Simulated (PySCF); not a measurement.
Electron correlation in N⁺ (nitrogen, charge +1)

[He] 2s2 2p2, high-spin 3P determinant. Computed with PySCF 2.14 in def2-TZVP, with no relativity, point nucleus. Frozen: 1s2; 4 electrons correlated.

MP2 pair energies summed by pair of shells (mhartree):

```
 pair  energy  share (%)
2s-2p  -43.06       61.2
2s-2s  -19.98       28.4
2p-2p   -7.37       10.5
```

Total MP2 correlation energy: -70.40 mhartree.

Same-spin part -12.53 and opposite-spin part -57.87 mhartree; SCS-MP2 scales them by 1/3 and 6/5 to -73.62 mhartree.

```json
{"level": "CCSD", "correlation energy (mhartree)": "-91.62"}
{"level": "(T)", "correlation energy (mhartree)": "-1.57"}
{"level": "CCSD(T)", "correlation energy (mhartree)": "-93.19"}
```

Diagnostics: T1 = 0.0063, D1 = 0.0123, largest double amplitude 0.119.

Q: Is a single reference adequate?

A: Mostly. T1 lies below 0.03, but a double amplitude of this size points to a near-degeneracy that CCSD handles and MP2 describes poorly.
